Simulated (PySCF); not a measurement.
## How the method moves the HOMO and LUMO of `NB(N)F`

Species: BFH4N2.
Cartesian coordinates in Å at the PBE0-D3(BJ)/def2-SVP level; atoms count from 1:
```
atom  x, y, z in Å
N1     1.299   -0.225    0.049
B2     0.037    0.387   -0.123
N3    -1.203   -0.271    0.030
F4     0.015    1.695   -0.457
H5     2.153    0.299   -0.070
H6     1.433   -1.194    0.292
H7    -1.306   -1.243    0.275
H8    -2.074    0.221   -0.103
```

Basis pcSseg-2 throughout (PySCF), one geometry. Geometry: PBE0-D3(BJ)/def2-SVP; no solvent, vibrations or thermal averaging.

Task: How do the orbital energies, the gap and the dipole change with the method?

Result: 
| method | kind | HOMO (eV) | LUMO (eV) | gap (eV) | μ (D) | SCF cycles |
| --- | --- | --- | --- | --- | --- | --- |
| B97-2 | global hybrid | -6.92 | 0.45 | 7.37 | 2.33 | 12 |
| PBE0 | global hybrid | -7.20 | 0.42 | 7.62 | 2.35 | 12 |
| mPW1PW91 | global hybrid | -7.23 | 0.40 | 7.63 | 2.35 | 12 |
| BHandHLYP | global hybrid | -8.57 | 0.88 | 9.45 | 2.40 | 12 |
| CAM-B3LYP | range-separated hybrid | -8.66 | 1.05 | 9.71 | 2.37 | 12 |
| wB97X-D | range-separated hybrid | -9.11 | 2.16 | 11.28 | 2.34 | 12 |
| LC-wPBE | range-separated hybrid | -10.07 | 2.26 | 12.33 | 2.36 | 12 |

The HOMO spans 3.15 eV, from B97-2 down to LC-wPBE, and the gap runs from 7.37 eV (B97-2) to 12.33 eV (LC-wPBE). Over the methods B97-2 (21 %), PBE0 (25 %), mPW1PW91 (25 %), BHandHLYP (50 %), a straight line through the gap against the share of exact exchange rises by 0.72 eV for each 10 % (correlation coefficient 1.000). The dipole ranges from 2.33 D (B97-2) to 2.40 D (BHandHLYP). This basis has no diffuse functions.

The vertical ΔSCF ionisation energy at CAM-B3LYP/def2-SVPD is 9.80 eV; −ε(HOMO) comes closest to it with LC-wPBE (10.07 eV).
